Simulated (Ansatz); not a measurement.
Mulliken charges of C$_{2}$H$_{5}$NOZn (`[CH3][Zn][O]C=N`) from PBE/def2-TZVPP in Ansatz (PBE0-D4/def2-TZVP geometry).

```csv
atom,x (Å),y (Å),z (Å),charge (e)
C1,-1.732,-1.319,-0.779,-0.418
Zn2,-0.179,-0.624,0.104,0.364
O3,1.304,-0.098,0.999,-0.322
C4,1.844,1.108,0.941,0.102
N5,1.493,2.140,0.295,-0.281
H6,-2.594,-1.294,-0.110,0.120
H7,-1.961,-0.722,-1.664,0.118
H8,-1.563,-2.351,-1.092,0.120
H9,2.737,1.183,1.568,0.083
H10,0.650,1.977,-0.262,0.114
```

Task: By hand: the dipole of these point charges (1 e Å = 4.8032 D).

Result: Σ q r = (-0.421, -0.332, -0.185) e Å, of length 0.567 e Å = 2.72 D.

Task: How does the dipole of the full density compare? (Estimate.)

Result: The calculation gave: (-0.509, -0.593, -0.152) e Å, 3.82 D; the point charges give 0.71 times that, at 13° from its direction.

Point charges leave out the atoms' own dipoles, such as those of lone pairs, and Mulliken's split depends on the basis, so the two needn't agree.
